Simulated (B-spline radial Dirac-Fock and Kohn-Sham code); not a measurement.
Method: multi-electron Dirac-Fock with separately optimised hole states, Breit and Lamb-shift corrections added in first order. Computed with a radial B-spline solver. Free neutral atoms.

Question: Order these X-ray lines by photon energy, lowest first.
A. Eu Kβ2'
B. Eu Kβ3
C. Sm Kβ2'
D. Nd Kα1
E. Tb Kβ3
F. W Kβ3

Answer: D (37358.8 eV), C (46574.7 eV), B (46900.4 eV), A (48248.4 eV), E (50226.6 eV), F (66943.2 eV).
